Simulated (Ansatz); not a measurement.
Two structures of CH₇BrSi, singlet, reached by relaxing down either side of one saddle point (PBE0-D4/def2-TZVP). Energies are electronic, without zero-point energy. Computed with Ansatz 0.2.0 (basis: def2-TZVPP and def2-QZVPP); correlated methods freeze the cores. Filled d shells of the heavier atoms are correlated. The def2 sets are not built for correlating such inner shells, so the correlated values are less sure here. Extrapolation: Hartree–Fock as exp(−7.88 √X), correlation as X^−2.97. First:

Si1  (-0.504, -0.386, -0.960)
H2  (0.125, 0.927, -1.302)
H3  (-0.013, -1.377, -1.953)
H4  (-1.973, -0.227, -1.124)
C5  (-0.061, -0.887, 0.783)
H6  (0.904, 2.089, 0.016)
Br7  (1.429, 2.840, 1.110)
H8  (-0.518, -1.848, 1.031)
H9  (-0.411, -0.146, 1.504)
H10  (1.021, -0.985, 0.897)
(Å)

Second:

Si1  (-1.092, 0.222, -0.087)
H2  (2.390, 0.605, -1.730)
H3  (-0.942, 0.022, -1.549)
H4  (-2.518, 0.073, 0.291)
C5  (0.001, -0.925, 0.882)
H6  (2.019, 1.156, -1.388)
Br7  (-0.526, 2.336, 0.345)
H8  (-0.275, -1.963, 0.677)
H9  (-0.103, -0.744, 1.954)
H10  (1.048, -0.783, 0.606)
(Å)

(1) Which bonds change from the first to the second?

(2) Give the saddle point's structure and its height above each. (An estimate is asked for; the value comes from the calculation.)

T1 diagnostic: at most 0.010.

## Answers

(1) CH₆Si ([CH3][SiH3]) + HBr → CH₅BrSi ([CH3][SiH2][Br]) + H₂; bonds formed: Si1–Br7, H2–H6; bonds broken: Si1–H2, H6–Br7.

(2) By the calculation: 1.482 eV above the first and 2.287 eV above the second (CCSD(T) at an estimated basis limit (MP2 extrapolated from triple and quadruple zeta, plus CCSD(T) − MP2 in triple zeta)).
```tsv
atom	x (Å)	y (Å)	z (Å)
Si1	-0.4114	0.0575	-0.5736
H2	0.8950	0.7543	-1.4709
H3	-0.3023	-0.8830	-1.7374
H4	-1.6822	0.7737	-0.7730
C5	0.0073	-0.9365	0.9288
H6	0.8478	1.3401	-0.8257
Br7	0.3271	2.3038	0.7768
H8	-0.3410	-1.9639	0.7902
H9	-0.4315	-0.4915	1.8205
H10	1.0912	-0.9545	1.0639
```

Labels in which every atom is bracketed show which atoms are joined, not bond orders.

For scale, one of the runs: CCSD(T)/def2-TZVPP, 219 basis functions (an equivalent command: `ansatz run in.yaml --threads 4`). Time: 91 s of wall clock on 4 CPU threads; the host was shared. Peak host memory: 3.2 GiB.
